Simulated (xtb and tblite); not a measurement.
Torsional profile of C13H11N, SMILES c1cc(ccc1)C=Cc1ncccc1, singlet. Scanned: dihedral C2–C1–C9–C10 and dihedral C1–C2–C3–N8; all other coordinates were relaxed at GFN2-xTB. Points at φ and −φ are mirror images.

Atom numbering (GFN2-xTB optimised geometry, Å):
```
25

C      0.3123    -0.3544     0.2332
C     -0.5141     0.4738    -0.4219
C     -1.9445     0.5064    -0.1823
C     -2.7640     1.3910    -0.8940
C     -4.1229     1.3992    -0.6439
C     -4.6333     0.5282     0.3070
C     -3.7428    -0.3119     0.9617
N     -2.4471    -0.3281     0.7315
C      1.7477    -0.4677     0.0716
C      2.4401    -1.3984     0.8528
C      3.8081    -1.5474     0.7391
C      4.5196    -0.7690    -0.1593
C      3.8496     0.1584    -0.9415
C      2.4817     0.3090    -0.8294
H     -0.1354    -1.0141     0.9651
H     -0.1523     1.1659    -1.1694
H     -2.3326     2.0557    -1.6278
H     -4.7761     2.0729    -1.1806
H     -5.6876     0.5011     0.5339
H     -4.0886    -1.0112     1.7132
H      1.8892    -2.0078     1.5550
H      4.3241    -2.2724     1.3520
H      5.5897    -0.8836    -0.2502
H      4.4004     0.7677    -1.6437
H      1.9786     1.0366    -1.4474
```

Level of theory: GFN2-xTB (xtb and tblite).

Energy in kcal/mol above the lowest grid point; x is the dihedral C2–C1–C9–C10 (°), y the dihedral C1–C2–C3–N8 (°).

```csv
y \ x,-150,-120,-90,-60,-30,0,30,60,90,120,150,180
180,1.2,3.2,4.9,3.3,1.2,0.9,1.2,3.3,4.9,3.2,1.2,0.9
150,1.8,3.7,5.4,3.7,1.7,1.4,1.8,3.8,5.4,3.7,1.7,1.4
120,4.0,5.7,7.3,5.8,4.0,3.7,4.0,5.8,7.3,5.8,4.0,3.7
90,5.9,7.5,9.0,7.6,5.9,5.7,5.9,7.5,9.0,7.6,5.9,5.7
60,4.3,6.1,7.5,6.0,4.3,4.0,4.3,6.1,7.5,6.0,4.3,4.0
30,1.5,3.4,5.0,3.4,1.5,1.1,1.5,3.4,5.0,3.3,1.5,1.1
0,0.4,2.3,4.0,2.4,0.4,0.0,0.4,2.4,4.0,2.3,0.4,0.0
-30,1.5,3.3,5.0,3.4,1.5,1.1,1.5,3.4,5.0,3.4,1.5,1.1
-60,4.3,6.0,7.5,6.1,4.3,4.0,4.3,6.0,7.5,6.1,4.3,4.0
-90,5.9,7.6,9.0,7.5,5.9,5.7,5.9,7.6,9.0,7.5,5.9,5.7
-120,4.0,5.8,7.3,5.8,4.0,3.7,4.0,5.8,7.3,5.7,4.0,3.7
-150,1.7,3.7,5.4,3.8,1.8,1.4,1.7,3.7,5.4,3.7,1.8,1.4
```

Points that lie below all their neighbours on the grid: x = 0, y = 0 (0.0 kcal/mol); x = 180, y = 0 (0.0 kcal/mol); x = 0, y = 180 (0.9 kcal/mol); x = 180, y = 180 (0.9 kcal/mol). The lowest path on the grid from the first to the second passes x = -90, y = 0 at 4.0 kcal/mol.
